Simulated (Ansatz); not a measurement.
`[NH2][Hf]([F])([F])[F]` and `[NH2][Hf]([NH2])([F])[F]` differ in one atom or group.

Ansatz, PBE0-D4/def2-TZVP geometries, multiplicity 1. Each molecule was computed in one conformer, which needn't be the lowest.

Elements past krypton have def2 core potentials.

| property | `[NH2][Hf]([F])([F])[F]` |
| --- | --- |
| size of the dipole moment (PBE/def2-TZVPP) / D | 2.37 |
| HOMO energy (PBE/def2-TZVPP) / eV | -6.67 |
| LUMO energy (ωB97M-V/def2-TZVPP) / eV | 0.61 |
| HOMO–LUMO gap (B3LYP/def2-TZVPP) / eV | 6.96 |
| LUMO energy (PBE/def2-TZVPP) / eV | -1.40 |
| HOMO energy (B3LYP/def2-TZVPP) / eV | -7.89 |

(1) Give the same properties after the change, and the shifts. (Estimate.)

Results:

(1) The calculation gave: 
| property | `[NH2][Hf]([NH2])([F])[F]` | shift |
| --- | --- | --- |
| size of the dipole moment (PBE/def2-TZVPP) / D | 2.59 | 0.22 |
| HOMO energy (PBE/def2-TZVPP) / eV | -6.09 | 0.58 |
| LUMO energy (ωB97M-V/def2-TZVPP) / eV | 0.88 | 0.27 |
| HOMO–LUMO gap (B3LYP/def2-TZVPP) / eV | 6.70 | -0.26 |
| LUMO energy (PBE/def2-TZVPP) / eV | -0.96 | 0.44 |
| HOMO energy (B3LYP/def2-TZVPP) / eV | -7.30 | 0.59 |

With PBE0 the HOMO rises by 0.60 eV and the LUMO rises by 0.32 eV, so the gap narrows by about 0.28 eV. PBE moves the HOMO by 0.58 eV and ωB97M-V by 0.58 eV. Dipoles are sizes alone; their direction can turn.

B3LYP here is the variant with VWN-RPA as its local correlation; programs differ in this.
